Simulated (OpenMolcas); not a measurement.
# N II: effect of the IPEA shift

```yaml
Program: OpenMolcas
Basis: ANO-L-VTZP [4s3p2d1f]
Scalar_Hamiltonian: non-relativistic, point nucleus
Active_space: 2 electrons in 3 orbitals (2p)
State_averaging: 2S+1 = 3 even, 3 roots; 2S+1 = 1 even, 6 roots
Spin-orbit_coupling: state interaction with AMFI integrals over the reference wave functions, term energies averaged over their components
```

Methods on the same reference wave functions:
A. CASSCF
B. SS-CASPT2, IPEA 0.25 Eh, imaginary shift 0.1 Eh (closed shells correlated: 1s 2s)
C. SS-CASPT2, IPEA 0.5 Eh, imaginary shift 0.1 Eh (closed shells correlated: 1s 2s)

Energies in cm-1 above 2s2 2p2 3P0, the measured ground level; measured values from NIST Handbook of Basic Atomic Spectroscopic Data.

| Level | A | B | C | Measured |
| --- | --- | --- | --- | --- |
| 2s2 2p2 3P0 | 0.0 | 0.0 | 0.0 | 0.0 |
| 2s2 2p2 3P1 | 47.8 | 47.9 | 47.9 | 48.7 |
| 2s2 2p2 3P2 | 142 | 142 | 142 | 131 |
| 2s2 2p2 1D2 | 17756 | 15670 | 15470 | 15316 |
| 2s2 2p2 1S0 | 43797 | 35860 | 35920 | 32689 |

Deviations, from unrounded energies. A percentage is the sum of absolute deviations over the sum of measured energies, with the sign that they share, or ± where signs differ.

```
                        Against measurement  Levels      A     B     C
             mean absolute deviation (cm-1)       4   3400   880   850
      fine structure of the ground term (%)       2   ±6.9  ±6.9  ±6.9
other terms of the ground configuration (%)       2  +28.2  +7.3  +7.0
```

B, C lie about equally close to measurement and A furthest from it. The largest miss of C in the table is 2s2 2p2 1S0, by +3200 cm-1. The ranking rests on the paired levels alone, and a cruder setting can come out closer through cancelling errors.

Between B and C the level of the table that moves most is 2s2 2p2 1D2, by 200 cm-1 (lowest in C, highest in B). Moves below CASPT2's spread within the term are not significant.

The mean deviations of B to C differ by less than CASPT2's widest spread within a term (190 cm-1), so their order carries little weight.

From A to B the spin-free energies of the other terms of 2s2 2p2 shown, above 3P, scale by factors of 0.82 to 0.88.

The lowest spin-free term lies below A's lowest term by 0.078 hartree in B, 0.074 hartree in C.

CASPT2 does not keep the components of a term degenerate, so their means are used; among the terms shown or strongly mixed into the levels shown the widest spread is 190 cm-1 (2s2 2p2 1D, C). With the s shell closed, the reference lacks s² → p² mixing. Without dynamic correlation excited terms often stand tens of per cent too high (terms of higher spin than the ground term too low), and those without a measured partner can miss by more than the paired ones (holds for A). Measured partners are found by configuration, term and J. A level has none where our copy of the source lacks it or the pairing is in doubt (some pairs that miss far off the trend of their configuration count as doubtful), and it then counts in no deviation. Levels of configurations outside the active space are missing.
